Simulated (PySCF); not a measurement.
C5H8BFO2.
Numbering: `[F:1][C@@H:2]1[CH2:3][C@H:4]1[B:5]1[O:6][CH2:7][CH2:8][O:9]1` (hydrogens: H10 on C2; H11, H12 on C3; H13 on C4; H14, H15 on C7; H16, H17 on C8)

Method: PBE0-D3(BJ)/def2-SVP geometry optimisation, gas phase (PySCF 2.14.0); density fitting, grid level 1; the optimiser is geomeTRIC in internal coordinates, started from a GFN2-xTB structure with every atom displaced at random (about 0.01 Å).

Step 0: E = -12780.9699 eV
```
atom  x, y, z in Å  |  force x, y, z in eV/Å
F1     -3.2629   -0.1524   -1.4731   -0.668   0.489  -0.503
C2     -2.2348   -0.5253   -0.7082    0.483   0.600   0.948
C3     -2.3176   -0.2687    0.7438    1.602  -0.626  -0.518
C4     -1.3249    0.5562   -0.1181   -1.898   0.053  -0.249
B5      0.1849    0.3472   -0.0511    0.650   0.360   0.250
O6      1.0929    1.3632   -0.1985    0.140  -0.162  -0.110
C7      2.4093    0.8215   -0.0711   -1.028  -0.073   0.091
C8      2.1990   -0.6804    0.1893   -0.911   0.414   0.586
O9      0.7788   -0.8516    0.2087    0.247  -0.312  -0.169
H10    -1.7980   -1.4319   -1.0913    0.447  -0.602  -0.033
H11    -1.8754   -1.0065    1.4193   -0.019  -0.055  -0.021
H12    -3.1719    0.2280    1.1403   -0.872   0.602   0.201
H13    -1.7255    1.5719   -0.3280    0.418  -0.472   0.041
H14     2.8925    1.3284    0.7633    0.398   0.157   0.175
H15     2.9439    0.9989   -0.9989    0.428   0.193  -0.338
H16     2.5731   -0.9843    1.1749    0.268  -0.151  -0.016
H17     2.6201   -1.3024   -0.5911    0.313  -0.414  -0.334
```

Q: Estimate the geometry and energy of step 1. (The exact step hangs on the optimiser's Hessian estimate; all steps are aligned on step 0, rigid shifts and turns removed.)

A: E = -12781.0824 eV, largest force 0.370 eV/Å
```
atom  x, y, z in Å  |  force x, y, z in eV/Å
F1     -3.2300   -0.0797   -1.5155    0.189  -0.022   0.153
C2     -2.1876   -0.4755   -0.7348   -0.144  -0.097  -0.101
C3     -2.3046   -0.3399    0.7262   -0.055   0.363   0.040
C4     -1.3663    0.5853   -0.0559    0.179  -0.173   0.029
B5      0.1745    0.3965    0.0154   -0.287  -0.123   0.007
O6      1.0925    1.3716   -0.2361   -0.006   0.073   0.016
C7      2.3855    0.8057   -0.1344    0.129   0.037  -0.075
C8      2.1511   -0.6702    0.2526    0.098  -0.114  -0.128
O9      0.7453   -0.8150    0.3102   -0.070   0.055   0.004
H10    -1.6833   -1.3593   -1.1433   -0.020   0.070  -0.052
H11    -1.8639   -1.1064    1.3640    0.048  -0.082   0.041
H12    -3.2115    0.1361    1.1176    0.057  -0.121  -0.091
H13    -1.7452    1.5975   -0.2073   -0.035   0.075  -0.023
H14     2.9690    1.3557    0.6226   -0.012  -0.022  -0.024
H15     2.9067    0.9079   -1.1035   -0.039   0.001   0.092
H16     2.5924   -0.9247    1.2295   -0.017  -0.011   0.011
H17     2.5589   -1.3737   -0.4970   -0.016   0.089   0.100
```

The energy changes by -0.1124 eV. The first-order estimate −F·Δx gives -0.2609 eV and the mean of the old and new forces, exact on a quadratic surface, -0.1108 eV. The step makes an angle of 81° with the force vector and moves no atom by more than 0.162 Å.

The cost below is that of the whole optimisation. Hardware: one thread, Arm Neoverse V2 (aarch64), no GPU, shared host. Cost: 2.4 min of wall time, 0.77 GiB resident at most.
